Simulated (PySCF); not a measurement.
Nb(S)(OH)2(Me) (CH₅NbO₂S), SMILES [CH3][Nb]([OH])([OH])=[S], multiplicity 1.

Geometry: B3LYP-D3(BJ)/def2-SVP. The multiplicity is an assumed one; no other spin state was optimised. The structure was generated by enumeration; whether it is a known compound was not checked. The def2 effective core potentials stand for the cores of Nb; spin–orbit coupling is left out. Other conformers were not sampled.

Level of theory: TDA-PBE/def2-SVPD run with PySCF 2.14.0.

Vertical excitations. Gas-phase values at a fixed geometry. State labels are in the subgroup Cs.

```csv
state,symmetry,energy (eV),λ (nm),f,main pairs
S1,A",3.84,323,0.001,"HOMO→LUMO 85 %, HOMO−1→LUMO+1 14 %"
S2,A",4.06,306,0.000,"HOMO−1→LUMO+1 84 %, HOMO→LUMO 14 %"
S3,A',4.07,305,0.004,"HOMO−1→LUMO 70 %, HOMO→LUMO+1 28 %"
S4,A',4.49,276,0.014,"HOMO→LUMO+1 43 %, HOMO−1→LUMO+2 16 %, HOMO−3→LUMO+1 13 %, HOMO−2→LUMO+1 12 %"
S5,A",4.61,269,0.000,"HOMO−3→LUMO 52 %, HOMO−2→LUMO 44 %"
S6,A",4.67,266,0.000,"HOMO−2→LUMO 48 %, HOMO−3→LUMO 47 %"
S7,A',4.71,263,0.005,HOMO−2→LUMO+1 86 %
S8,A',4.95,251,0.007,"HOMO−3→LUMO+1 76 %, HOMO−1→LUMO+2 12 %"
S9,A",5.10,243,0.000,HOMO→LUMO+2 91 %
S10,A',5.38,230,0.006,"HOMO→LUMO+3 69 %, HOMO−1→LUMO+2 16 %"
T1,A',3.34,371,0,"HOMO→LUMO+1 55 %, HOMO−1→LUMO 40 %"
T2,A',3.53,351,0,"HOMO−1→LUMO 57 %, HOMO→LUMO+1 42 %"
T3,A",3.56,349,0,"HOMO→LUMO 64 %, HOMO−1→LUMO+1 34 %"
T4,A",3.80,326,0,"HOMO−1→LUMO+1 62 %, HOMO→LUMO 35 %"
```
Triplets are in the Tamm–Dancoff approximation.
